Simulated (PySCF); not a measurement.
The same groups moved round the core (butadiene chloro+silyl). Gas-phase values, no solvent. One relaxed conformer stands for each flexible species; it need not be the lowest. Strings in code marks are SMILES.

The vertical ionisation energy (Delta-SCF) from two functionals at the same geometries (CAM-B3LYP-D3(BJ)/def2-TZVP), both in PySCF: PBE-D3(BJ)/def2-TZVP and CAM-B3LYP-D3(BJ)/def2-TZVP. Delta-SCF ions had no search for a lower state. 

```tsv
species	PBE-D3(BJ)/def2-TZVP (eV)	CAM-B3LYP-D3(BJ)/def2-TZVP (eV)
`C(=C)(/C=C\[SiH3])Cl` (Cl–C–C–C torsion 0°)	8.78	9.05
`C([SiH3])(/C=C\Cl)=C` (Si–C–C–C torsion 129°)	8.74	9.06
`C=C/C(Cl)=C/[SiH3]` (C–C–C–Cl torsion 0°)	8.81	9.05
`C=C/C([SiH3])=C/Cl` (C–C–C–Si torsion 0°)	8.58	8.79
`C=C/C([SiH3])=C\Cl` (C–C–C–Si torsion 0°)	8.69	8.92
`C=C/C=C(/[SiH3])Cl` (C–C–C–C torsion 180°)	8.59	8.82
`C(/C=C)=C(/[SiH3])Cl` (C–C–C–C torsion 180°)	8.54	8.77
`[SiH3]/C=C/C=C/Cl` (C–C–C–C torsion 180°)	8.50	8.78
`[SiH3]/C=C/C=C\Cl` (C–C–C–C torsion 180°)	8.55	8.82
`[SiH3]/C=C\C=C/Cl` (C–C–C–C torsion 180°)	8.61	8.85
```

Over these rows, drawn at random from the members with no instability flagged (it was tested for open shells, ions and some series alone), PBE minus CAM-B3LYP-D3(BJ): mean -0.25 eV, from -0.32 eV to -0.22 eV.
